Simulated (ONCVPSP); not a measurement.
## Which change was made? (Te, ONCV)

* Element: tellurium (Te)
* Generator: ONCVPSP 4.0.1
* Type: optimised norm-conserving Vanderbilt (ONCV)
* Functional: revPBE
* Relativity: scalar-relativistic
* Frozen core: [Kr]
* Valence charge: 16
* Reference configuration: 4d10 5s2 5p4
* Partial waves: 5s: rc 1.55 bohr, ncon 4, nbas 8, qcut 3.6 1/bohr, 3 projectors, debl 2.6 Ha; 5p: rc 2.05 bohr, ncon 4, nbas 7, qcut 4.7 1/bohr, 2 projectors, debl 1.9 Ha; 4d: rc 0.95 bohr, ncon 3, nbas 7, qcut 11.3 1/bohr, 2 projectors, debl 2.4 Ha
* Local potential: polynomial inside 0.65 bohr (lpopt 5, dvloc0 0 Ha)
* Core correction: Teter function, fcfact 3, rcfact 1.4

Cutoffs, loose and tight: the cutoffs (Ha) at which the residual kinetic energy of the hardest occupied pseudo-wave falls to 1 and 0.1 mHa per electron. They do not see the model core or the augmentation charge, which bear on the density cutoff. Test errors are all-electron minus pseudo excitation energies from the reference, over the configurations 4d10 5s2 5p3; 4d10 5s2 5p2; 4d10 5s2 5p1; 4d10 5s1 5p4; variants that change the core or the reference have their own tests.

The base gives: outcome: generated; cutoff, loose: 52 Ha; cutoff, tight: 71 Ha; bound ghosts: s, p; GHOST(+) flags above zero: s, p; largest test error (meV): -17.

Task: After one change the result is: outcome: generated; cutoff, loose: 52 Ha; cutoff, tight: 71 Ha; bound ghosts: s, p; GHOST(+) flags above zero: s, p; largest test error (meV): -7.0. Which change was it?
A. core [Kr] 4d10, valence charge 6; reference 5s2 5p2; waves now 5s: rc 1.35 bohr, ncon 3, nbas 6, qcut 5 1/bohr, 2 projectors, debl 0.5 Ha; 5p: rc 1.90 bohr, ncon 4, nbas 8, qcut 3.6 1/bohr, 2 projectors, debl 2.9 Ha; local potential polynomial inside 1.15 bohr (lpopt 5, dvloc0 6 Ha)
B. core correction Teter function, fcfact 3, rcfact 2.06
C. functional PW91

Result: C. The others give: core [Kr] 4d10, valence charge 6; reference 5s2 5p2; waves now 5s: rc 1.35 bohr, ncon 3, nbas 6, qcut 5 1/bohr, 2 projectors, debl 0.5 Ha; 5p: rc 1.90 bohr, ncon 4, nbas 8, qcut 3.6 1/bohr, 2 projectors, debl 2.9 Ha; local potential polynomial inside 1.15 bohr (lpopt 5, dvloc0 6 Ha) → outcome: failed: ERROR pspot: first pseudo wave function has node, program will stop | core correction Teter function, fcfact 3, rcfact 2.06 → outcome: generated; cutoff, loose: 52 Ha; cutoff, tight: 71 Ha; bound ghosts: s, p; GHOST(+) flags above zero: s, p; largest test error (meV): -104.
